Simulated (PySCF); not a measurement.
Compound: C3H7AlO.
SMILES with atom numbers: `[CH2:1]=[CH:2][O:3][AlH:4][CH3:5]` (hydrogens: H6, H7 on C1; H8 on C2; H9 on Al4; H10, H11, H12 on C5)

Method: PBE0-D3(BJ)/def2-SVP geometry optimisation, gas phase in PySCF 2.14.0; density fitting, grid level 1; the optimiser is geomeTRIC in internal coordinates, started from a GFN2-xTB structure with every atom displaced at random (about 0.01 Å).

Step 0: E = -11854.3729 eV
```
atom  x, y, z in Å  |  force x, y, z in eV/Å
C1     -2.8223   -0.1135    0.0018   -2.902   2.098  -0.698
C2     -1.7130   -0.7326    0.2090    2.994  -0.661   0.136
O3     -0.5106   -0.2006   -0.0268    0.418  -0.088   0.166
Al4     0.9779    0.5611   -0.3646   -0.222  -0.688   0.713
C5      2.6349    0.1223    0.5834   -0.672   0.127   0.666
H6     -3.7922   -0.5512    0.1982   -0.191  -0.340   0.138
H7     -2.8414    0.9148   -0.3874    0.116  -0.197   0.061
H8     -1.6664   -1.7369    0.5906   -0.069  -0.837   0.317
H9      0.8222    1.6055   -1.4583    0.104   0.721  -0.730
H10     2.8921   -0.9352    0.5254    0.070  -0.447  -0.115
H11     3.4779    0.6915    0.2128    0.499   0.345  -0.364
H12     2.5774    0.3468    1.6722   -0.145  -0.033  -0.289
```

Step 1: E = -11854.5447 eV
```
atom  x, y, z in Å  |  force x, y, z in eV/Å
C1     -2.7847   -0.0918    0.0195    0.407  -0.201   0.056
C2     -1.6311   -0.7436    0.2334   -0.424   0.146  -0.079
O3     -0.4205   -0.2462    0.0191   -0.033  -0.085   0.012
Al4     0.9693    0.6129   -0.4313    0.105   0.099  -0.028
C5      2.5500    0.1149    0.5839    0.220   0.104  -0.170
H6     -3.7327   -0.5780    0.2356   -0.110  -0.056   0.025
H7     -2.7868    0.9259   -0.3703   -0.045   0.110  -0.034
H8     -1.6343   -1.7727    0.6263    0.023   0.061  -0.029
H9      0.8899    1.7272   -1.5779   -0.028  -0.178   0.144
H10     2.7643   -0.9651    0.5084   -0.045   0.028  -0.031
H11     3.4512    0.6615    0.2560   -0.040  -0.054   0.046
H12     2.4020    0.3268    1.6537   -0.030   0.028   0.087
```

Step 2: E = -11854.5504 eV
```
atom  x, y, z in Å  |  force x, y, z in eV/Å
C1     -2.8341   -0.0746   -0.0131    0.202   0.077  -0.027
C2     -1.6975   -0.7406    0.2202   -0.108  -0.176   0.052
O3     -0.4592   -0.2874    0.0617    0.093   0.029   0.099
Al4     0.9702    0.5393   -0.3395   -0.014   0.195  -0.186
C5      2.6376    0.1400    0.5787   -0.084  -0.086   0.096
H6     -3.7902   -0.5662    0.1710    0.002   0.017  -0.011
H7     -2.8268    0.9545   -0.3820   -0.037  -0.008   0.004
H8     -1.7360   -1.7742    0.5936   -0.021  -0.020  -0.006
H9      0.8471    1.6321   -1.4827   -0.002  -0.007  -0.010
H10     2.8914   -0.9301    0.4994    0.011  -0.016   0.015
H11     3.4917    0.7194    0.1931   -0.071   0.013  -0.037
H12     2.5423    0.3598    1.6560    0.029  -0.017   0.011
```

Task: Estimate the geometry and energy of step 3. (The exact step hangs on the optimiser's Hessian estimate; all steps are aligned on step 2, rigid shifts and turns removed.)

Result: E = -11854.5569 eV, largest force 0.370 eV/Å
```
atom  x, y, z in Å  |  force x, y, z in eV/Å
C1     -2.7912   -0.0694   -0.0092   -0.161  -0.146   0.056
C2     -1.6805   -0.7714    0.2344   -0.042   0.302  -0.138
O3     -0.4503   -0.2991    0.0662    0.269  -0.203   0.152
Al4     0.9542    0.5581   -0.3580   -0.030   0.044  -0.063
C5      2.6061    0.1410    0.5780   -0.043  -0.022   0.069
H6     -3.7638   -0.5324    0.1647   -0.025   0.044  -0.015
H7     -2.7519    0.9601   -0.3762    0.002  -0.045   0.013
H8     -1.7293   -1.8052    0.6062    0.028   0.020  -0.018
H9      0.8203    1.6466   -1.5010   -0.006   0.011  -0.021
H10     2.8542   -0.9303    0.4950   -0.002  -0.007   0.001
H11     3.4640    0.7181    0.1999   -0.007   0.013  -0.017
H12     2.5047    0.3558    1.6563    0.017  -0.011  -0.019
```

The energy changes by -0.0065 eV. The first-order estimate −F·Δx gives -0.0227 eV and the mean of the old and new forces, exact on a quadratic surface, -0.0064 eV. The step makes an angle of 70° with the force vector and moves no atom by more than 0.075 Å.

What follows is the cost of the whole optimisation. Time: 26 s of wall time; peak memory 0.45 GiB. Hardware: AMD EPYC 9R45, one thread, shared host.
